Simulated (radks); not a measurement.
Valence configurations of Sc I (all share [Ar]). Method: Dirac Kohn-Sham, PBE, spin-unpolarised, spherical densities, point nucleus; open shells fill j = l - 1/2 first; computed with a radial shooting solver on a logarithmic mesh with Libxc functionals. Energies are relative to 3d1 4s2; eigenvalues in eV.

valence          E (eV)  e(3d3/2)  e(4p1/2)  e(4p3/2)  e(4s1/2)
3d1 4s2           0.000    -3.246         -         -    -4.181
3d0.5 4s2 4p0.5   1.275    -5.417    -2.014         -    -5.010
3d1 4s1.5 4p0.5   1.365    -3.820    -1.775         -    -4.538
3d2 4s1           1.659    -1.368         -         -    -3.554
3d1 4s1 4p1       2.762    -4.365    -2.040         -    -4.862
3d2.5 4s0.5       2.825    -1.007         -         -    -3.458
4s2 4p1           3.459         -    -2.532         -    -5.840
3d3               4.090    -0.879         -         -         -
3d0.5 4p2.5       7.510    -7.558    -2.951    -2.918         -
4p3              10.322         -    -3.398    -3.359         -

NIST lists [Ar] 3d1 4s2 as the ground configuration; this level of theory agrees among the configurations tried. The energies are those of spherical spin-averaged densities, not of single terms.
